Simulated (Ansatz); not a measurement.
Ansatz (a first-principles code) input (CCSD(T)/STO-3G):

Ansatz 0.2 input:
```yaml
crystal:
  periodic: [false, false, false]
  atoms:
    - {symbol: Mg, position_ang: [-0.00000000, -0.00000000, -0.69576168]}
    - {symbol: O, position_ang: [0.00000000, 0.00000000, 1.04364252]}
basis:
  gaussian:
    orbitals: STO-3G
magnetization: {spin_polarized: false}
correlation: {method: ccsd_t, electrons: outside_noble_gas}
```

End of the output:

```
cycle   2  -2.72595775 eV  change   -4.3e-1 eV  update   6.3e-2
cycle   3  -2.92787449 eV  change   -2.0e-1 eV  update   3.7e-2
cycle   4  -2.92637044 eV  change    1.5e-3 eV  update   1.0e-2
cycle   5  -2.94827005 eV  change   -2.2e-2 eV  update   3.8e-3
cycle   6  -2.94499478 eV  change    3.3e-3 eV  update   1.3e-3
cycle   7  -2.94357527 eV  change    1.4e-3 eV  update   4.9e-4
cycle   8  -2.94433225 eV  change   -7.6e-4 eV  update   2.8e-4
cycle   9  -2.94437076 eV  change   -3.9e-5 eV  update   9.3e-5
cycle  10  -2.94431324 eV  change    5.8e-5 eV  update   1.8e-5
cycle  11  -2.94432170 eV  change   -8.5e-6 eV  update   8.0e-6
cycle  12  -2.94432442 eV  change   -2.7e-6 eV  update   4.5e-6
coupled cluster: 0.04 GiB planned
perturbative correction -0.12420337 eV, -0.0045643897 hartree
WARN: these amplitudes may be one of several solutions (largest doubles amplitude 0.33, level shift 1.47 eV)
Total energy: -7371.11982277 eV, -270.8836571623 hartree
```

The program attaches cautions to this result: other roots.
